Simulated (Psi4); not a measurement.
**Which level was it?**

SnSe: 2 atoms, total charge 0, spin state singlet. As SMILES, `[Se][Sn]`. The shape is that of a PBE0-D4/def2-TZVP optimisation.

```
atom   x (Å)   y (Å)   z (Å)
  Se  0.0000  0.0000  0.0065
  Sn  0.0000  0.0000  2.3318
```

Orbital energies are those of the mean-field step.

A calculation with Psi4 1.11 gave:

The total energy is -2615.9910 Eh, the dipole moment is 2.87 D and the HOMO energy is -6.15 eV. The LUMO energy is -2.93 eV, the HOMO–LUMO gap is 3.21 eV and the largest force is 0.383 eV/Å.

Problem. Which of these levels gave the numbers?
A. PBE/def2-TZVP (core potential)
B. M06-L/def2-TZVP (core potential)
C. OMP2/def2-TZVP (core potential, density fitting for correlation)
D. B3LYP/def2-TZVP (core potential)

Solution. B. The others give -2613.8336 Eh (OMP2/def2-TZVP (core potential, density fitting for correlation)), -2615.5553 Eh (PBE/def2-TZVP (core potential)), -2616.0226 Eh (B3LYP/def2-TZVP (core potential)).
